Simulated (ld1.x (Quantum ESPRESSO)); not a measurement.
**How hard is this vanadium (V) TM semilocal potential?**

ld1.x (Quantum ESPRESSO) 7.5 input, shortened:

```
&input
   title='V', zed=23., rel=1, dft='BLYP', iswitch=3,
   config='[Ar] 3d3 4s2 4p0'
 /
 &inputp
   pseudotype=1, tm=.true., lloc=2,
   nlcc=.false.
 /
3
3S  1  0   2.00   0.00  1.40  1.40  0.0
3P  2  1   6.00   0.00  0.90  0.90  0.0
3D  3  2   3.00   0.00  2.00  2.00  0.0
 &test
   configts(1)='3s2 3p6 3d3 4s2 4p0'
 /
```

Occupied shells without a wave of their own: 4s. They enter only through the test configuration that unscreens the potential.

The pseudo-atom Hamiltonian at the reference potential is diagonalised in spherical Bessel functions j_l(qr) that vanish at 20 bohr, with q² up to the cutoff. All-electron valence levels (Ry): 3s -5.1404, 4s -0.3371, 3p -3.2207, 4p -0.0982, 3d -0.3710.

Q: How do the lowest levels (Ry) of each channel move with the cutoff, and are there ghosts?

A:

```csv
cutoff (Ry),s #1,s #2,s #3,p #1,p #2,p #3,d #1,Σ f·Δε (mRy)
8,-4.9322,-0.3194,-0.0004,-1.6753,-0.0381,0.0599,0.0271,10984.7
21,-5.0728,-0.3665,-0.0057,-2.9857,-0.0866,0.0415,0.0142,2708.0
45,-5.1366,-0.3693,-0.0060,-3.2085,-0.0981,0.0387,-0.3463,156.0
70,-5.1386,-0.3698,-0.0060,-3.2133,-0.0982,0.0387,-0.3708,49.0
120,-5.1403,-0.3699,-0.0060,-3.2205,-0.0985,0.0386,-0.3709,1.9
230,-5.1404,-0.3699,-0.0060,-3.2207,-0.0985,0.0386,-0.3710,0.0
400,-5.1404,-0.3699,-0.0060,-3.2207,-0.0985,0.0386,-0.3710,0.0
```

Result: no extra level below or beside the all-electron valence levels (s, p, d tested); the semilocal form is local in each channel, so this says nothing of the separable form that plane-wave codes build from it; 10 mRy is reached at 100 Ry and 1 mRy at 180 Ry.

The potential misses its own reference levels by up to 0.4 eV. Its largest configuration-test error is -2937 meV.
